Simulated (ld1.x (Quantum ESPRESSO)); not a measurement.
u(r) = r·R(r): atom against pseudo-atom (Cu)

Columns: radius, all-electron u(r) and pseudo u(r) of the 4s shell (level -4.61 eV) of copper in the configuration [Ar] 3d10 4s1 4p0; PBEsol, scalar-relativistic, PAW scheme, ld1.x (Quantum ESPRESSO) 7.5.

```json
{"r (bohr)": "0.140", "all-electron": "-0.1476", "pseudo": "-0.0575"}
{"r (bohr)": "0.280", "all-electron": "-0.0016", "pseudo": "-0.1146"}
{"r (bohr)": "0.420", "all-electron": "0.2051", "pseudo": "-0.1709"}
{"r (bohr)": "0.560", "all-electron": "0.2518", "pseudo": "-0.2261"}
{"r (bohr)": "0.700", "all-electron": "0.1772", "pseudo": "-0.2796"}
{"r (bohr)": "0.840", "all-electron": "0.0486", "pseudo": "-0.3311"}
{"r (bohr)": "0.980", "all-electron": "-0.0909", "pseudo": "-0.3801"}
{"r (bohr)": "1.120", "all-electron": "-0.2200", "pseudo": "-0.4259"}
{"r (bohr)": "1.260", "all-electron": "-0.3305", "pseudo": "-0.4682"}
{"r (bohr)": "1.400", "all-electron": "-0.4202", "pseudo": "-0.5064"}
{"r (bohr)": "1.540", "all-electron": "-0.4903", "pseudo": "-0.5399"}
{"r (bohr)": "1.680", "all-electron": "-0.5427", "pseudo": "-0.5683"}
{"r (bohr)": "1.820", "all-electron": "-0.5800", "pseudo": "-0.5913"}
{"r (bohr)": "1.960", "all-electron": "-0.6045", "pseudo": "-0.6083"}
{"r (bohr)": "2.100", "all-electron": "-0.6184", "pseudo": "-0.6191"}
{"r (bohr)": "2.240", "all-electron": "-0.6236", "pseudo": "-0.6236"}
{"r (bohr)": "2.380", "all-electron": "-0.6217", "pseudo": "-0.6217"}
{"r (bohr)": "2.520", "all-electron": "-0.6140", "pseudo": "-0.6140"}
{"r (bohr)": "2.660", "all-electron": "-0.6019", "pseudo": "-0.6019"}
{"r (bohr)": "2.800", "all-electron": "-0.5862", "pseudo": "-0.5862"}
{"r (bohr)": "2.940", "all-electron": "-0.5678", "pseudo": "-0.5678"}
{"r (bohr)": "3.080", "all-electron": "-0.5473", "pseudo": "-0.5473"}
{"r (bohr)": "3.220", "all-electron": "-0.5254", "pseudo": "-0.5254"}
{"r (bohr)": "3.360", "all-electron": "-0.5026", "pseudo": "-0.5026"}
{"r (bohr)": "3.500", "all-electron": "-0.4793", "pseudo": "-0.4793"}
{"r (bohr)": "3.640", "all-electron": "-0.4557", "pseudo": "-0.4557"}
```

Question: How many radial nodes do the two functions have?

Answer: The all-electron 4s function has n − l − 1 = 3 (the table is too coarse to show those close to the nucleus); the pseudo-wave has 0, since the states of the same l below it are removed with the core.

Question: At about which radius was the pseudo-wave matched?

Answer: 2.30 bohr, where the columns begin to agree (steps of 0.14 bohr).

Question: Where does each function peak?

Answer: Outermost all-electron maximum near 2.24 bohr, pseudo maximum near 2.24 bohr (to the table’s step).

Question: Is the pseudo-wave norm-conserving?

Answer: No, it belongs to a PAW set: the norm inside the radius is not constrained, and the difference is carried by the augmentation charge.
